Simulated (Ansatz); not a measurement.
CH₂FNOSi, SMILES N#CO[SiH2]F.

The structure is a stationary point at ωB97X-D3(BJ)/def2-SVP. The structure was generated by enumeration, and PubChem lists no compound with its InChIKey, so it may never have been made. One conformer was computed; it need not be the lowest.

Two levels are set side by side: PBE/def2-SVPD (Ansatz, an electronic-structure program) and PBE0/def2-SVPD (Ansatz). Energy differences of separate SCF runs at the same geometry; the states with an electron removed or added have multiplicity 2 and 2. Differences are taken from unrounded values.

```tsv
quantity	PBE0	PBE	PBE minus PBE0
vertical ionisation energy (eV)	11.73	11.40	-0.34
vertical singlet–triplet gap (eV)	6.75	6.65	-0.10
```
